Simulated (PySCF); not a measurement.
Molecule: 1,1,1,3,3-pentafluoropropane (FC(F)CC(F)(F)F, C3H3F5).

Geometry:
```tsv
atom	x (Å)	y (Å)	z (Å)
F1	1.349	1.085	1.672
C2	1.013	0.124	0.785
F3	2.031	-0.012	-0.088
C4	-0.247	0.544	0.064
C5	-0.845	-0.536	-0.801
F6	-1.974	-0.114	-1.371
F7	-1.139	-1.622	-0.073
F8	-0.017	-0.920	-1.771
H9	0.893	-0.829	1.329
H10	-0.024	1.420	-0.562
H11	-1.001	0.834	0.809
```

Geometry PBE0-D3(BJ)/def2-SVP throughout; GIAO in PySCF 2.14, gas phase, one conformer, non-relativistic; equivalent atoms averaged; basis pcSseg-1.

**Question.** How do the absolute shieldings σ depend on the functional? (ppm; last column core-seconds on 1 thread of an Arm Neoverse N1, shared host; the GGAs took longer than the global hybrids here, which isn't the general rule, and the cause wasn't traced)

**Answer.** 
```
functional                    kind  F6/F7/F8  F1/F3    C5    C2     C4     H9  H10/H11  core-s
       PBE                     GGA     238.6  286.3  46.1  60.1  136.6  24.99    28.96      27
      BP86                     GGA     239.3  288.5  45.6  59.7  136.2  25.05    29.00      27
      OPBE                     GGA     247.5  295.0  57.6  70.9  145.0  25.08    28.98      28
       KT2                     GGA     239.1  285.9  54.4  67.4  141.5  25.04    28.96      29
     B97-2           global hybrid     257.1  306.7  56.3  69.9  142.5  25.38    29.08      20
 BHandHLYP           global hybrid     269.1  319.8  59.7  72.9  142.5  25.59    29.10      20
   wB97X-D  range-separated hybrid     258.4  310.3  55.8  69.7  142.1  25.43    29.07      26
   LC-wPBE  range-separated hybrid     261.6  315.4  57.6  72.4  145.7  25.39    29.00      34
```

**Question.** Which nucleus moves most, in ppm?

**Answer.** F1/F3 (fluorine of a CF2 group): from 285.9 ppm with KT2 to 319.8 ppm with BHandHLYP. The smallest spread is 0.14 ppm, at H10/H11. Proton shifts span only some 12 ppm, so a few tenths of a ppm matter as much there as several ppm in carbon.
